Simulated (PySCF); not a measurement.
# Spin states and ions at one geometry of HfCl4(H2O)

PySCF 2.14.0, RKS PBE, Hf def2-SVP with ECP60, Cl def2-SVP, O def2-SVP, H def2-SVP; non-relativistic Hamiltonian with scalar-relativistic core potentials where named; density fitting; no spin-orbit coupling; singlets restricted, open shells unrestricted. The geometry is relaxed for charge 0, singlet, vacuum:

```xyz
8

Hf   -0.0256   -0.0444    0.0000
Cl   -0.5371   -0.5229    2.3140
Cl   -0.1842   -0.7266   -2.3140
Cl    2.3017    0.1775    0.1634
Cl   -0.9972    2.0821   -0.1634
O    -1.1583   -2.0063    0.0000
H    -1.4868   -2.4379    0.8148
H    -1.3678   -2.5065   -0.8148
```

Energies count from the relaxed state; an electron taken off or put on is at rest in vacuum. Charges and spins are Mulliken's.

| state | energy (eV) | spin squared | charge on Hf1 (e) | spin on Hf1 (e) | dipole about the centre of mass (D) |
| --- | --- | --- | --- | --- | --- |
| charge 0, singlet, vacuum | 0.00 | 0.00 | 0.71 | 0.00 | 5.35 |
| charge 0, triplet, vacuum | 5.16 | 2.00 | 0.50 | 0.90 | 5.14 |
| charge -1, doublet, vacuum | 0.30 | 0.75 | 0.28 | 0.83 | 2.73 |

Question: What does the state charge +1, doublet, vacuum give?

Answer: energy (eV) 10.05, spin squared 0.75, charge on Hf1 (e) 0.84, spin on Hf1 (e) -0.08, dipole about the centre of mass (D) 4.81.

With an electron taken off (doublet) the charges change, summed by element, by Hf +0.13 e, Cl +0.82 e, O -0.01 e, H +0.06 e. The vertical ionisation energy is 10.05 eV, against −ε(HOMO) = 7.44 eV of the relaxed state. The level lies 2.6 eV too high, as is usual for semilocal functionals and global hybrids, which keep a self-interaction error.

With an electron put on (doublet) the charges change, summed by element, by Hf -0.43 e, Cl -0.42 e, O +0.05 e, H -0.20 e. The vertical electron affinity is -0.30 eV, against −ε(LUMO) = 2.47 eV of the relaxed state. The basis has no diffuse functions, which an added electron needs. The added electron's level lies above zero.

Open shells may have lower solutions than those found. Hard to converge, so the more doubtful: charge 0, triplet, vacuum; charge -1, doublet, vacuum.

A frequency check found unstable modes (1, the lowest at -33 cm⁻¹), so the relaxed geometry is a saddle point, or these are noise.
